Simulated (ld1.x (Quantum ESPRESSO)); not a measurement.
# nickel: one change to an RRKJ potential, before and after

ld1.x (Quantum ESPRESSO) 7.5 input, shortened:

```
&input
   title='Ni', zed=28., rel=1, dft='PBE', iswitch=3,
   config='[Ar] 3d8 4s1 4p0'
 /
 &inputp
   pseudotype=2, tm=.false., lloc=0,
   nlcc=.true., new_core_ps=.true., rcore=1.00
 /
3
4P  2  1   0.00   0.00  1.90  1.90  0.0
3D  3  2   8.00   0.00  1.25  1.25  0.0
4S  1  0   1.00   0.00  1.50  1.50  0.0
 &test
   configts(1)='3d8 4s1 4p0'
 /
```

All-electron outer shells of the reference configuration (PBE, scalar-relativistic, ld1.x):

```csv
shell,level (eV),outermost node (bohr),outermost maximum (bohr)
3p,-80.51,0.27,0.65
3d,-17.92,–,0.63
4s,-13.18,0.92,2.13
4p,-7.58,0.99,2.70
```

Change: wave 4s (bound): rc 1.50 bohr becomes 4s (bound): rc 2.20 bohr.

Cutoffs: the cutoffs (Ry, on a coarse ladder) from which the occupation-weighted sum of valence levels, in a spherical-Bessel basis at the reference potential, stays within 10 and 1 mRy of its value at 400 Ry; they do not see the model core or the augmentation charge, which bear on the density cutoff. Errors are all-electron minus pseudo energies relative to the spin-unpolarised reference configuration.

Q: What does the change do?

A: The potential gets neither clearly harder nor softer (120 Ry and 180 Ry → 120 Ry and 180 Ry); the bound ghost in p disappears; of the 7 tests that both files solve, the error grows in 5 and shrinks in 0 by more than 15 % and 0.3 meV (median size 174.0 → 202.2 meV). More of the atom is replaced by a form fitted at one configuration, so other configurations suffer.

```tsv
quantity	base	changed
cutoff, loose	120 Ry	120 Ry
cutoff, tight	180 Ry	180 Ry
loose cutoff by channel (10 mRy a level)	d 100 Ry, s 30 Ry	d 100 Ry, s 8 Ry
bound ghosts	p	none
error for 3d8 4s2 4p0, meV [ΔE -9.32 eV]	-0.9	-4.4
error for 3d8 4s0 4p0, meV [ΔE 17.35 eV]	-9.7	-16
error for 3d7 4s0 4p0, meV [ΔE 54.82 eV]	-492	-483
error for 3d7 4s2 4p0, meV [ΔE 6.80 eV]	-331	-445
error for 3d9 4s1 4p0, meV [ΔE -10.92 eV]	-174	-202
error for 3d9 4s0 4p0, meV [ΔE -3.00 eV]	-272	-314
error for 3d8 4s0 4p2, meV [ΔE 0.18 eV]	-1.9	-2.0
```

 A true bound ghost makes a file unfit for plane-wave use even where its test errors are small: the radial tests pick states by their node count and pass the ghost by.
